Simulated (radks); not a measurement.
Values are calculated unless marked as measured or tabulated.
Problem. Ionisation of Kr+, [Ar] 3d10 4s2 4p5, to Kr2+, [Ar] 3d10 4s2 4p4, under several functionals. Scalar-relativistic Kohn-Sham, spin-unpolarised, spherical densities, finite nucleus; a radial shooting solver on a logarithmic mesh with Libxc functionals. Known Delta-SCF values: LDA (Slater exchange, Perdew-Zunger correlation) 25.338 eV; exchange-only LDA 23.919 eV; AM05 25.158 eV. What does HCTH/407 give, and what is its highest occupied eigenvalue?

Solution. 25.466 eV by Delta-SCF; the 4p eigenvalue is -19.816 eV. NIST: 24.360 eV (measured).

Beside tabulated values, note that spin-unpolarised runs miss the spin-polarisation part of the exchange energy of open shells.
